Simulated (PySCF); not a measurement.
A structure optimised at PBE-D3(BJ)/def2-SVPD, used in a PySCF frequency run:

```
Sb
F 1 2.1387
F 1 2.1387 2 120.00
F 1 2.1387 2 120.00 3 180.00
```
Charge -1, spin multiplicity 2.

Problem. Write its SMILES, formula and point group.

Solution. [F][Sb-]([F])[F], F₃Sb, D3h

Problem. What are its rotational constants (standard atomic weights)?

Solution. 3.8769, 3.8769, 1.9385 GHz
